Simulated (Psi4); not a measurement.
Cl4Sn, singlet, geometry from GFN2-xTB (such geometries of metal compounds can be far from the true shape) (all electrons, no relativity). Base run: HF/STO-3G (Psi4).

The Psi4 input:
```
memory 2 GB

molecule {
0 1
Cl   -1.80032643   -0.84416493   -1.18851803
Sn    0.00000000    0.00000000   -0.00000000
Cl   -0.31676548    2.26357933    0.37713794
Cl    1.94528107   -0.31513236   -1.21775939
Cl    0.17181084   -1.10428204    2.02913947
}

set {
  basis sto-3g
  scf_type pk
  stability_analysis check
}

energy('scf')
print_variables()
```

The bond that is stretched is that between atoms 5 and 2. A test that says stable can miss a lower solution.

Each row names what was changed in the base input (with any setting that the change needs).

```
change                                                     ΔE vs base (eV)  <S^2>        outcome
---------------------------------------------------------  ---------------  -----  -------------
base                                                                  0.00  0.000      converged
stability_analysis = follow; reference = uhf                          0.00  0.000      converged
bond × 1.25                                                           2.04  0.000      converged
stability_analysis = follow; reference = uhf; bond × 1.25             2.04  0.000      converged
bond × 1.5                                                            4.72  0.000      converged
stability_analysis = follow; reference = uhf; bond × 1.5              3.51  0.852      converged
bond × 1.8                                                            6.74  0.000      converged
stability_analysis = follow; reference = uhf; bond × 1.8              3.75  0.994      converged
bond × 2.2                                                               -      -  not converged
stability_analysis = follow; reference = uhf; bond × 2.2                 -      -  not converged
bond × 3.0                                                            8.43  0.000      converged
stability_analysis = follow; reference = uhf; bond × 3.0                 -      -  not converged
```

Psi4 reported an instability in these rows: stability_analysis = follow; reference = uhf; bond × 1.5; stability_analysis = follow; reference = uhf; bond × 1.8; stability_analysis = follow; reference = uhf; bond × 2.2 (restricted rows aren't judged here).

Where a bond breaks into two radicals, a solution with restricted orbitals usually stops being the lowest and lies too high; an unrestricted one lies lower at the price of spin contamination, which <S^2> shows.
